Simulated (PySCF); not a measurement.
C2H7As.
Numbering: `[CH3:1][CH2:2][AsH2:3]` (hydrogens: H4, H5, H6 on C1; H7, H8 on C2; H9, H10 on As3)

Computed by this run: PBE0-D3(BJ)/def2-SVP geometry optimisation, gas phase (PySCF); density fitting, grid level 1; the optimiser is geomeTRIC in internal coordinates, started from a GFN2-xTB structure with every atom displaced at random (about 0.01 Å).

Step 0: E = -63010.3245 eV
```
atom  x, y, z in Å  |  force x, y, z in eV/Å
C1     -0.8339    0.5596   -0.3079   -0.797   0.705  -0.380
C2     -0.1886   -0.7723   -0.1364    0.465   0.087  -0.129
As3     1.6270   -0.6859    0.6184    0.187  -0.557   0.257
H4     -0.9083    1.1001    0.6422   -0.087   0.087   0.177
H5     -0.2742    1.2101   -0.9927    0.146   0.031  -0.073
H6     -1.8578    0.4794   -0.7344    0.200  -0.027   0.176
H7     -0.7768   -1.4056    0.5218   -0.208  -0.415   0.280
H8     -0.1028   -1.2791   -1.1023    0.045  -0.278  -0.152
H9      2.0845    0.4610   -0.2318    0.189   0.311  -0.472
H10     1.2814    0.3117    1.7021   -0.139   0.056   0.317
```

Q: Estimate the geometry and energy of step 1. (The exact step hangs on the optimiser's Hessian estimate; all steps are aligned on step 0, rigid shifts and turns removed.)

A: E = -63010.3753 eV, largest force 0.277 eV/Å
```
atom  x, y, z in Å  |  force x, y, z in eV/Å
C1     -0.8691    0.5913   -0.3250    0.125  -0.079   0.049
C2     -0.1770   -0.7478   -0.1353   -0.058  -0.044   0.052
As3     1.6496   -0.7090    0.6258    0.001   0.271  -0.055
H4     -0.9597    1.1350    0.6274   -0.020   0.006   0.021
H5     -0.3065    1.2352   -1.0166    0.015   0.033  -0.032
H6     -1.8806    0.4591   -0.7367   -0.082   0.008  -0.028
H7     -0.7593   -1.4059    0.5349    0.039   0.044  -0.066
H8     -0.0881   -1.2872   -1.0927   -0.011  -0.008   0.011
H9      2.1426    0.4471   -0.2639   -0.045  -0.159   0.111
H10     1.2984    0.2612    1.7611    0.034  -0.071  -0.062
```

The energy changes by -0.0508 eV. The first-order estimate −F·Δx gives -0.1184 eV and the mean of the old and new forces, exact on a quadratic surface, -0.0512 eV. The step makes an angle of 63° with the force vector and moves no atom by more than 0.079 Å.

What follows is the cost of the whole optimisation. On an Arm Neoverse N1 with one thread, shared host with 64 logical CPUs at a one-minute load of 54, this took 20 s wall and 0.40 GiB of memory at its peak.
